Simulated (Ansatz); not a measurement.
Input file for Ansatz (a first-principles code): R-CCSD(T)/cc-pVQZ on H2O (SMILES O).

Ansatz 0.2 input:
```yaml
crystal:
  periodic: [false, false, false]
  atoms:
    - {symbol: O, position_ang: [-0.00000000, -0.00000000, 0.38961139]}
    - {symbol: H, position_ang: [-0.00000000, 0.76498632, -0.19485569]}
    - {symbol: H, position_ang: [0.00000000, -0.76498632, -0.19485569]}
basis:
  gaussian:
    orbitals: cc-pVQZ
magnetization: {spin_polarized: false}
correlation: {method: ccsd_t, electrons: outside_noble_gas}
scf: {lower_state_search: off}
```

It printed:

```
WARN ansatz: RAYON_NUM_THREADS=1 ignored (pool sized by the plan → 1); use --threads N
Functional definition: HF
these checks for a lower state are left out or cut short: stability, starts, cluster_reference, orbital_swaps, neighbouring_geometries, increment
integrals: 0.16 GiB planned
685 factors; integrals over basis functions are off by at most 7.5e-4 eV
mean field: 0.15 GiB planned
mean field evaluation 1: about -2068.0177 eV, gradient 3.3e1 eV
mean field evaluation 2: about -2068.0176 eV, gradient 3.3e1 eV
mean field evaluation 4: about -2069.8104 eV, gradient 1.4e0 eV
mean field evaluation 8: about -2069.8179 eV, gradient 3.2e-5 eV
mean field -2069.81793050 eV, -76.0644059729 hartree, gradient 1.1e-6 eV, S^2 0.000000; 0 other end points of the search recorded, 0 dependent functions left out
1 core orbitals not correlated
reference -2069.81793050 eV, -76.0644059729 hartree; 4, 4 occupied and 110, 110 virtual orbitals, 685 factors
second order -7.70452932 eV of doubles, -0.00000000 eV of singles
coupled cluster: 0.35 GiB planned
cycle   1  -7.62587391 eV  change    7.9e-2 eV  update   4.1e-2
cycle   2  -7.76629914 eV  change   -1.4e-1 eV  update   1.1e-2
cycle   3  -7.79091953 eV  change   -2.5e-2 eV  update   4.3e-3
cycle   4  -7.78934724 eV  change    1.6e-3 eV  update   7.9e-4
cycle   5  -7.78971550 eV  change   -3.7e-4 eV  update   2.8e-4
cycle   6  -7.78978314 eV  change   -6.8e-5 eV  update   6.8e-5
cycle   7  -7.78977954 eV  change    3.6e-6 eV  update   2.4e-5
cycle   8  -7.78977954 eV  change   -2.5e-9 eV  update   8.1e-6
perturbative correction -0.24588766 eV, -0.0090362048 hartree
Total energy: -2077.85359770 eV, -76.3597112957 hartree
Checks for a lower state left out: stability, starts, cluster_reference, orbital_swaps, neighbouring_geometries, increment
```

The calculation finished and met its thresholds.

Cost: about 3 core-seconds (a rough figure).
